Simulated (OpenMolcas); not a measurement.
**Ni V: effect of correlating more closed shells**

- Program: OpenMolcas 26.06
- Basis: ANO-RCC-VTZP [6s5p3d2f1g]
- Scalar Hamiltonian: DKH2, point nucleus
- Active space: 6 electrons in 5 orbitals (3d)
- State averaging: 2S+1 = 5 even, 5 roots; 2S+1 = 3 even, 45 roots; 2S+1 = 1 even, 50 roots
- Spin-orbit coupling: state interaction with AMFI integrals over the reference wave functions, term energies averaged over their components

Methods on the same reference wave functions:
A. CASSCF
B. MS-CASPT2, IPEA 0.25 Eh, imaginary shift 0.1 Eh (closed shells correlated: none)
C. MS-CASPT2, IPEA 0.25 Eh, imaginary shift 0.1 Eh (closed shells correlated: 3s 3p)
D. MS-CASPT2, IPEA 0.25 Eh, imaginary shift 0.1 Eh (closed shells correlated: 2s 2p 3s 3p)

Energies in cm-1 above 3d6 5D4, the measured ground level; measured values from Corliss and Sugar, J. Phys. Chem. Ref. Data 10, 197 (1981).

```json
{"Level": "3d6 5D4", "A": "0.0", "B": "0.0", "C": "0.0", "D": "0.0", "Measured": "0.0"}
{"Level": "3d6 5D3", "A": "852", "B": "854", "C": "857", "D": "857", "Measured": "890"}
{"Level": "3d6 5D2", "A": "1444", "B": "1442", "C": "1442", "D": "1442", "Measured": "1490"}
{"Level": "3d6 5D1", "A": "1823", "B": "1818", "C": "1815", "D": "1814", "Measured": "1872"}
{"Level": "3d6 5D0", "A": "2008", "B": "2000", "C": "1997", "D": "1996", "Measured": "2058"}
{"Level": "3d6 3H6", "A": "29514", "B": "29140", "C": "27750", "D": "27810", "Measured": "27111"}
{"Level": "3d6 3H5", "A": "29934", "B": "29530", "C": "28140", "D": "28190", "Measured": "27578"}
{"Level": "3d6 3H4", "A": "30229", "B": "29790", "C": "28370", "D": "28420", "Measured": "27859"}
{"Level": "3d6 3P2(1)", "A": "32138", "B": "29360", "C": "26410", "D": "26320", "Measured": "26153"}
{"Level": "3d6 3F4(1)", "A": "33719", "B": "31630", "C": "29630", "D": "29610", "Measured": "29124"}
{"Level": "3d6 3F3(1)", "A": "34209", "B": "32090", "C": "30040", "D": "30010", "Measured": "29571"}
{"Level": "3d6 3F2(1)", "A": "34581", "B": "32440", "C": "30350", "D": "30330", "Measured": "29899"}
{"Level": "3d6 3P1(1)", "A": "34625", "B": "31860", "C": "28890", "D": "28810", "Measured": "28698"}
{"Level": "3d6 3P0(1)", "A": "35602", "B": "32800", "C": "29870", "D": "29780", "Measured": "29640"}
{"Level": "3d6 3G5", "A": "37248", "B": "35540", "C": "33920", "D": "33930", "Measured": "33256"}
{"Level": "3d6 3G4", "A": "38073", "B": "36330", "C": "34680", "D": "34690", "Measured": "34062"}
{"Level": "3d6 3G3", "A": "38394", "B": "36630", "C": "34980", "D": "34990", "Measured": "34416"}
{"Level": "3d6 1I6", "A": "44562", "B": "44080", "C": "42290", "D": "42390", "Measured": "41252"}
{"Level": "3d6 1G4(1)", "A": "47156", "B": "44650", "C": "43420", "D": "43440", "Measured": "42208"}
{"Level": "3d6 3D1", "A": "48094", "B": "44350", "C": "42330", "D": "42270", "Measured": "41701"}
{"Level": "3d6 3D2", "A": "48117", "B": "44380", "C": "42310", "D": "42260", "Measured": "41627"}
{"Level": "3d6 3D3", "A": "48362", "B": "44620", "C": "42590", "D": "42540", "Measured": "41920"}
{"Level": "3d6 1S0(1)", "A": "54718", "B": "49710", "C": "48580", "D": "48520", "Measured": "47700"}
{"Level": "3d6 1D2(1)", "A": "58396", "B": "54770", "C": "50010", "D": "49900", "Measured": "48607"}
```

Deviations, from unrounded energies. A percentage is the sum of absolute deviations over the sum of measured energies, with the sign that they share, or ± where signs differ.

```tsv
Against measurement	Levels	A	B	C	D
mean absolute deviation (cm-1)	23	4200	2200	540	520
fine structure of the ground term (%)	4	-2.9	-3.0	-3.1	-3.2
other terms of the ground configuration (%)	19	+14.4	+7.7	+1.8	+1.8
```

C, D lie about equally close to measurement and A furthest from it. The largest miss of D in the table is 3d6 1D2(1), by +1300 cm-1. The ranking rests on the paired levels alone, and a cruder setting can come out closer through cancelling errors.

Among B to D the level of the table that moves most is 3d6 1D2(1), by 4900 cm-1 (lowest in D, highest in B). Moves below CASPT2's spread within the term are not significant.

The two smallest mean deviations differ by little beside CASPT2's spread within terms, so their order carries little weight.

From A to B the spin-free energies of the other terms of 3d6 shown, above 5D, scale by factors of 0.91 to 0.99.

The lowest spin-free term lies below A's lowest term by 0.124 hartree in B, 0.456 hartree in C, 0.502 hartree in D.

What an inner shell adds also hangs on whether the basis holds functions to correlate it.

CASPT2 breaks the degeneracy within a term, and the mean is taken; among the terms shown or strongly mixed into the levels shown the widest spread is 900 cm-1 (3d6 1I, D). The CASPT2 spread within a term exceeds the gap to the next term for 3d6 1I and 3d6 1G(1), so the order of their levels is uncertain (figures for B; the like holds for C, D). Without dynamic correlation excited terms often stand tens of per cent too high (terms of higher spin than the ground term too low), and those without a measured partner can miss by more than the paired ones (holds for A). Some levels mix across a computed gap that differs much from the measured one, so their mixing is not that of the real levels (holds for B). Computed and measured levels are paired by configuration, term and J; levels that our copy of the source lacks, or whose pairing is in doubt (as where it misses far off the trend of its configuration), stay unpaired and out of the deviations. Levels of configurations outside the active space are missing. The table leaves out levels that lie high or whose names do not pair safely across all columns.

A number in round brackets counts repeated terms of one configuration in the order of the reference energies.
